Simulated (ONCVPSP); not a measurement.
# Scattering properties, ONCV potential for selenium (Se)

- Element: Se (Z = 34)
- Generator: ONCVPSP 4.0.1
- Type: optimised norm-conserving Vanderbilt (ONCV)
- Functional: PBE
- Relativity: scalar-relativistic
- Frozen core: [Ne]
- Valence charge: 24
- Reference configuration: 3s2 3p6 3d10 4s2 4p4
- Partial waves: 3s+4s: rc 1.05 bohr, ncon 3, nbas 7, qcut 12.4 1/bohr, 2 projectors; 3p+4p: rc 1.20 bohr, ncon 5, nbas 9, qcut 12.6 1/bohr, 2 projectors; 3d: rc 1.05 bohr, ncon 4, nbas 9, qcut 13 1/bohr, 2 projectors, debl 3.8 Ha
- Local potential: polynomial inside 0.65 bohr (lpopt 5, dvloc0 -1 Ha)
- Core correction: none

The phase is arctan(r·R′/R) of the radial function R(r), unwrapped; energies in Ha, scanned from -9 to 5 Ha. A pole is an energy at which the radial function vanishes at the test radius. The pseudo phase is shifted by a multiple of π to meet the all-electron one at the reference energy, and phase errors are pseudo minus all-electron; the curves can meet again beyond the range given. Levels narrower than the energy grid can be missing from the lists of poles.

Task: For each channel, where are the poles, and over which energies does the pseudopotential scatter like the atom?

Result:

```csv
channel,radius (bohr),reference energy (Ha),"poles, all-electron","poles, pseudo",unbroken range about the reference energy with phases within 0.05 rad,phase error 1 Ha above the reference energy (rad)
s,1.07,-0.64,-7.25,-7.25,the whole range,-0.000
p,1.22,-0.24,-5.32,-5.32,the whole range,+0.000
d,1.07,-1.95,-1.07,-1.07,the whole range,-0.000
```

Phases in the s channel:

```json
{"E (Ha)": "-8.96", "all-electron": "0.455", "pseudo": "0.455"}
{"E (Ha)": "-8.24", "all-electron": "-0.987", "pseudo": "-0.987"}
{"E (Ha)": "-7.52", "all-electron": "-1.494", "pseudo": "-1.494"}
{"E (Ha)": "-6.80", "all-electron": "-1.653", "pseudo": "-1.653"}
{"E (Ha)": "-6.08", "all-electron": "-1.739", "pseudo": "-1.739"}
{"E (Ha)": "-5.36", "all-electron": "-1.801", "pseudo": "-1.801"}
{"E (Ha)": "-4.64", "all-electron": "-1.856", "pseudo": "-1.856"}
{"E (Ha)": "-3.92", "all-electron": "-1.912", "pseudo": "-1.912"}
{"E (Ha)": "-3.20", "all-electron": "-1.976", "pseudo": "-1.976"}
{"E (Ha)": "-2.48", "all-electron": "-2.055", "pseudo": "-2.055"}
{"E (Ha)": "-1.76", "all-electron": "-2.158", "pseudo": "-2.159"}
{"E (Ha)": "-1.04", "all-electron": "-2.305", "pseudo": "-2.305"}
{"E (Ha)": "-0.32", "all-electron": "-2.522", "pseudo": "-2.522"}
{"E (Ha)": "0.40", "all-electron": "-2.844", "pseudo": "-2.844"}
{"E (Ha)": "1.12", "all-electron": "-3.260", "pseudo": "-3.260"}
{"E (Ha)": "1.84", "all-electron": "-3.661", "pseudo": "-3.662"}
{"E (Ha)": "2.56", "all-electron": "-3.956", "pseudo": "-3.958"}
{"E (Ha)": "3.28", "all-electron": "-4.153", "pseudo": "-4.155"}
{"E (Ha)": "4.00", "all-electron": "-4.284", "pseudo": "-4.287"}
{"E (Ha)": "4.72", "all-electron": "-4.377", "pseudo": "-4.380"}
```
